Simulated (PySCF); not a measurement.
A PySCF script (with the pyscf-properties extension) for the NMR shieldings of SMILES C[Si@@](N)([SiH3])CC(F)(F)F, C3H10F3NSi2, on a GFN2-xTB geometry:

```python
import basis_set_exchange as bse
import numpy as np
from pyscf import gto, dft
from pyscf.prop import nmr

atoms = """
C    -0.946174   -1.374953    1.291620
Si   -0.644857   -0.033038   -0.025855
N    -1.970784   -0.191780   -1.136369
Si   -0.235254    2.070520    0.890772
C     0.796000   -0.677670   -1.138441
C     2.119292   -0.266733   -0.595016
F     3.165422   -0.836988   -1.227518
F     2.273992   -0.574497    0.708181
F     2.328026    1.063866   -0.681999
H    -1.716728   -1.063960    1.990011
H    -1.268244   -2.310525    0.842901
H    -0.046959   -1.571914    1.866820
H    -1.945239    0.309247   -2.010542
H    -2.907658   -0.167994   -0.768277
H     0.915760    2.100633    1.791651
H    -0.032470    3.100468   -0.134120
H    -1.405951    2.492649    1.674096
H     0.785944   -1.764512   -1.191768
H     0.726079   -0.293568   -2.153607
"""
names = dict.fromkeys(["C", "Si", "N", "F", "H"], "pcSseg-1")
basis = {el: gto.basis.parse(bse.get_basis(n, elements=[el], fmt="nwchem")) for el, n in names.items()}
mol = gto.M(atom=atoms, basis=basis, charge=0, verbose=0)
mf = dft.RKS(mol, xc="PBE0")
mf.grids.level = 2
mf.grids.alignment = dft.numint.BLKSIZE   # the property module wants whole blocks of grid points
mf.conv_tol = 1e-9
mf.kernel()

calc = nmr.RKS(mf)   # GIAO
C = mf.mo_coeff
Co = C[:, mf.mo_occ > 0]
resp = mf.gen_response(singlet=True, hermi=2)
def vind(x):   # induced exchange potential for any number of trial vectors
    d = np.einsum("pi,xij,qj->xpq", C, 2 * x.reshape(-1, C.shape[1], Co.shape[1]), Co, optimize=True)
    return np.einsum("xpq,pi,qj->xij", resp(d - d.transpose(0, 2, 1)), C, Co, optimize=True).ravel()
mo1, _ = nmr.rhf.solve_mo1(calc, with_cphf=vind)
sigma = calc.kernel(mo1)
for i, s in enumerate(sigma):   # ppm
    w = np.linalg.eigvalsh((s + s.T) / 2)
    print("%2d %-2s iso %8.1f  s11 %8.1f  s22 %8.1f  s33 %8.1f" % (i, mol.atom_pure_symbol(i), w.mean(), *w))
```

Q: What does it print?

A: 
```
 0 C  iso    183.5  s11    172.3  s22    182.9  s33    195.5
 1 Si iso    351.3  s11    318.4  s22    354.5  s33    380.9
 2 N  iso    248.7  s11    215.7  s22    248.7  s33    281.6
 3 Si iso    466.7  s11    459.1  s22    464.3  s33    476.6
 4 C  iso    156.3  s11    134.7  s22    151.7  s33    182.5
 5 C  iso     49.3  s11     41.0  s22     47.0  s33     59.9
 6 F  iso    234.8  s11    142.5  s22    223.2  s33    338.7
 7 F  iso    245.4  s11    154.2  s22    248.6  s33    333.3
 8 F  iso    242.9  s11    152.0  s22    241.0  s33    335.6
 9 H  iso     31.3  s11     27.0  s22     28.7  s33     38.2
10 H  iso     31.3  s11     27.3  s22     28.2  s33     38.2
11 H  iso     31.1  s11     26.3  s22     30.0  s33     37.1
12 H  iso     31.8  s11     24.0  s22     28.5  s33     42.8
13 H  iso     31.8  s11     24.1  s22     27.9  s33     43.2
14 H  iso     28.2  s11     24.5  s22     27.3  s33     32.9
15 H  iso     28.4  s11     25.0  s22     26.5  s33     33.5
16 H  iso     28.5  s11     25.1  s22     26.3  s33     34.1
17 H  iso     29.7  s11     26.1  s22     29.2  s33     33.9
18 H  iso     30.1  s11     26.1  s22     29.8  s33     34.4
```

These numbers come from an equivalent density-fitted implementation of the same equations, which agrees with the script to about 0.01 ppm for H and up to a few tenths of a ppm for heavy atoms, so last digits may differ.

Q: Turn these shieldings into chemical shifts. Shifts are taken against calculated references (same method and geometry level): ¹³C (186.93 ppm), ²⁹Si (349.16 ppm), ¹H (31.72 ppm) vs TMS; ¹⁵N (267.73 ppm) vs NH3; ¹⁹F (170.95 ppm) vs CFCl3.

A: Averaging equivalent atoms: C 5: 137.6; C 4: 30.6; C 0: 3.4; Si 1: -2.1; Si 3: -117.5; N 2: 19.1; F 6/7/8: -70.1; H 14/15/16: 3.36; H 17: 1.98; H 18: 1.61; H 9/10/11: 0.49; H 12/13: -0.04 ppm. Unscaled 19F shifts against computed CFCl3 carry errors that often reach 10 to 50 ppm. Experimental scales use liquid or dissolved standards, which lie at an offset from isolated NH3 (liquid NH3: subtract about 20 ppm).

Size and cost of the density-fitted run: 217 basis functions, 67 s wall time on 1 thread of an Arm Neoverse N1, shared host; peak memory 0.97 GiB.
